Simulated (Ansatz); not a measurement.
Reaction (redistribution): `OB(Cl)C[SiH3]` + `C[O][GaH2]` → `COB(O)Cl` + `[SiH3][CH2][GaH2]`

Computed with Ansatz on PBE0-D4/def2-TZVP structures; ΔE is electronic, products minus reactants. CCSD(T)/CBS adds triple-zeta CCSD(T) − MP2 to the extrapolated MP2 energy (def2 sets, frozen cores). This one scheme is used for every species. DFT in def2-TZVPP. B3LYP here is the variant with VWN-RPA as its local correlation; programs differ in this. For Ga outer-core shells are correlated without core-valence functions, which leaves a few kJ/mol of doubt a bond. Scalar relativity is left out up to krypton. Each species was taken in one conformer, which may not be the lowest.

| level | ΔE (kJ/mol) | difference from CCSD(T)/CBS |
| --- | --- | --- |
| PBE-D4 | -33.7 | 8.0 |
| r2SCAN-D4 | -36.6 | 5.1 |
| PBE0-D4 | -40.5 | 1.2 |
| B3LYP-D4 | -37.6 | 4.1 |
| ωB97X-V | -37.6 | 4.1 |
| ωB97M-V | -40.8 | 0.9 |
| B2PLYP | -37.1 | 4.6 |
| PBE | -33.7 | 8.0 |
| r2SCAN | -36.7 | 5.0 |
| PBE0 | -40.6 | 1.1 |
| B3LYP | -37.6 | 4.1 |
| HF/def2-TZVPP | -47.3 | -5.6 |
| MP2/def2-TZVPP | -38.9 | 2.8 |
| SCS-MP2/def2-TZVPP | -38.2 | 3.5 |
| CCSD/def2-TZVPP | -41.7 | 0.0 |
| CCSD(T)/def2-TZVPP | -39.8 | 1.9 |
| HF/def2-QZVPP | -46.6 | -4.9 |
| MP2/def2-QZVPP | -39.8 | 1.9 |
| SCS-MP2/def2-QZVPP | -39.0 | 2.7 |
| HF/CBS(def2) | -46.5 | -4.8 |
| MP2/CBS(def2) | -40.8 | 0.9 |
| CCSD/CBS(def2) | -43.6 | -1.9 |
| CCSD(T)/CBS | -41.7 | 0 |

Largest T1 diagnostic among the species: 0.015.

From PBE to PBE0 (25 % exact exchange), in def2-TZVPP and without D4, ΔE moves by −6.9 kJ/mol. In def2-TZVPP, CCSD(T) changes the Hartree–Fock value by +7.5 kJ/mol (the triples alone add +1.9 kJ/mol) and MP2 by +8.4 kJ/mol.
